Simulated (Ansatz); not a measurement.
Relaxation of AlBClFH₂ (6 atoms, charge 0, multiplicity 1), to a largest force component of 0.02 eV/Å in at most 50 steps.

The calculation used UHF/def2-SVP (Ansatz).

```xyz
6
Properties=species:S:1:pos:R:3
F 0.887 -1.602 -0.792
B 1.036 -0.360 -0.367
Al -0.763 0.498 0.356
Cl -2.510 -0.520 0.386
H 2.150 0.030 -0.475
H 0.881 0.717 0.063
```

Q: Where does it end, and by what steps?

A: The forces met the threshold. The force dipped under the threshold on the way, but the program's further checks kept it going. After 48 steps the energy has fallen by 4.801 eV; Al3 moved furthest, 2.25 Å. Parted: B2–Al3, Al3–H6.

```csv
step,energy less start (eV),largest force component (eV/Å),accepted
0,0.0000,4.126,yes
2,-2.1726,3.919,yes
4,-3.8290,2.427,yes
6,-4.4821,0.551,yes
8,-4.6581,0.287,yes
10,-4.7101,0.043,yes
12,-4.7199,0.057,yes
14,-4.7232,0.142,yes
16,-4.7257,0.061,yes
18,-4.7271,0.146,yes
20,-4.7228,0.397,no
22,-4.7268,0.282,no
24,-4.7302,0.061,yes
26,-4.7310,0.147,yes
28,-4.7332,0.046,yes
30,-4.7348,0.148,yes
32,-4.7380,0.355,yes
34,-4.7425,0.234,yes
36,-4.7551,0.310,yes
38,-4.7727,0.227,yes
40,-4.7838,0.268,yes
42,-4.7919,0.143,yes
44,-4.7979,0.187,no
46,-4.8002,0.049,yes
48,-4.8008,0.009,yes
```

```xyz
6
Properties=species:S:1:pos:R:3
F 1.140 -1.512 -1.436
B 1.473 -0.509 -0.659
Al -2.803 1.286 0.879
Cl -1.408 -0.357 1.063
H 2.018 -0.748 0.379
H 1.263 0.603 -1.054
```

Whether the end is a true minimum wasn't checked by a vibrational analysis.

Time of the run: 110 s on 1 thread of Arm Neoverse V1, with other jobs on the host, peak memory 0.18 GiB.
